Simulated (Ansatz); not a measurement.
Reaction (redistribution): `C[NH][GeH2][CH3]` + `F[Si](F)(F)[SeH]` → `[CH3][GeH2][SeH]` + `CN[Si](F)(F)F`

Gas-phase electronic energies from Ansatz, PBE0-D4/def2-TZVP geometries. CCSD(T)/CBS is the MP2 limit (def2-TZVPP, def2-QZVPP) plus CCSD(T) − MP2 in def2-TZVPP, frozen cores. Functionals use def2-TZVPP. For Ge, Se outer-core shells are correlated without core-valence functions, which leaves a few kJ/mol of doubt a bond. Scalar relativity is left out up to krypton. Each species was taken in one conformer, which may not be the lowest.

`C[NH][GeH2][CH3]`:

Z-matrix (Å, degrees):
```
C
N 1 1.449
H 1 1.094 2 110.4
H 1 1.094 2 109.5 3 117.3
H 1 1.101 2 115.0 3 -121.9
Ge 2 1.841 1 118.7 3 -168.8
H 2 1.010 1 111.9 3 56.3
C 6 1.958 2 113.8 1 -56.9
H 6 1.542 2 106.2 1 63.2
H 6 1.540 2 106.2 1 -178.6
H 8 1.091 6 110.5 2 -61.8
H 8 1.092 6 110.3 2 178.2
H 8 1.091 6 110.4 2 58.4
```

`F[Si](F)(F)[SeH]`:

Z-matrix (Å, degrees):
```
Si
F 1 1.573
F 1 1.574 2 108.4
F 1 1.574 2 108.4 3 -114.7
Se 1 2.231 2 107.6 3 122.6
H 5 1.470 1 90.6 2 -179.7
```

`[CH3][GeH2][SeH]`:

Z-matrix (Å, degrees):
```
C
Ge 1 1.949
H 1 1.090 2 109.8
H 1 1.090 2 110.1 3 -119.8
H 1 1.092 2 110.1 3 120.3
Se 2 2.363 1 110.8 3 57.9
H 2 1.540 1 111.0 3 179.5
H 2 1.538 1 111.8 3 -57.5
H 6 1.469 2 92.9 1 63.8
```

`CN[Si](F)(F)F`:

Cartesian coordinates in Å:
```
C 0.403 0.978 -0.948
N 0.294 -0.363 -0.406
Si -0.453 -0.778 1.029
F 0.031 0.150 2.209
F -0.122 -2.282 1.358
F -2.027 -0.643 1.038
H 1.417 1.174 -1.306
H 0.190 1.711 -0.168
H -0.298 1.154 -1.770
H 0.565 -1.100 -1.036
```

| level | ΔE (eV) |
| --- | --- |
| PBE-D4 | -0.81 |
| B97M-V | -0.84 |
| PBE-QIDH | -0.90 |
| BLYP | -0.86 |
| CAM-B3LYP | -0.92 |
| MP2/def2-SVP | -0.88 |
| MP2/def2-TZVPP | -0.86 |
| CCSD(T)/def2-TZVPP | -0.86 |

Question: What does CCSD(T)/CBS give? (Best estimate.)

Answer: The calculation gave: -0.85 eV. The listed levels differ from it by 0.04, 0.01, -0.05, -0.01, -0.07, -0.03, -0.01, -0.01 eV.

Largest T1 diagnostic among the species: 0.011.

Leaving LDA and LC-ωPBE aside and taking each functional with its dispersion term where it has one, the values, not all of them listed here, spread over 0.19 eV, from BHLYP-D4 to revPBE-D4. From PBE to PBE0 (25 % exact exchange), in def2-TZVPP and without D4, ΔE moves by −0.07 eV. In def2-TZVPP, CCSD(T) changes the Hartree–Fock value by +0.18 eV (the triples alone add +0.03 eV) and MP2 by +0.19 eV.
